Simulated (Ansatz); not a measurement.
C2H7InSn, SMILES `[CH3][SnH]1[CH2][InH]1`. Charge 0, multiplicity 1. Sn, In: def2 effective core potential.

Z-matrix (Å, degrees):
```
C
Sn 1 2.153
H 1 1.091 2 109.0
H 1 1.090 2 110.3 3 -120.1
H 1 1.090 2 109.6 3 119.7
C 2 2.221 1 111.3 3 -68.9
In 2 2.719 1 128.7 3 -125.2
H 2 1.721 1 109.0 3 53.5
H 6 1.093 2 114.3 1 -12.8
H 6 1.090 2 120.0 1 121.1
H 7 1.708 2 158.8 1 -97.5
```

Task: What are the harmonic wavenumbers in cm⁻¹ at PBE0-D4/def2-TZVP (Ansatz, finite differences of forces, unscaled)? (An estimate is asked.)

Result: The calculation gave: 53, 78, 89, 171, 211, 303, 375, 442, 488, 519, 523, 579, 731, 774, 785, 816, 1207, 1340, 1448, 1452, 1815, 1862, 3064, 3074, 3159, 3161, 3169.

Task: Is this a minimum?

Result: Yes, all 27 modes are real.

Task: Give the ideal-gas thermochemistry at 298.15 K and 1 bar (rigid rotor, harmonic oscillator; point group C1, symmetry number 1).

Result: Zero-point energy 189.5 kJ/mol; H(298) − E = 214.5 kJ/mol; entropy 397.0 J/(mol·K), of which translation 178.4, rotation 120.3, vibration 98.3; G(298) − E = 96.1 kJ/mol. Modes under 100 cm⁻¹ are hindered rotations or soft bends, so the harmonic entropy is rough.

Task: And at 400, 500, 600, 800 and 1000 K?

Result: 
```csv
T (K),H − E (kJ/mol),S (J/mol/K),G − E (kJ/mol)
400,228.4,437.0,53.6
500,243.7,471.1,8.2
600,260.4,501.4,-40.5
800,296.7,553.5,-146.1
1000,336.3,597.6,-261.3
```

Task: Rotational constants (cm⁻¹)?

Result: 0.1962, 0.02807, 0.02776.
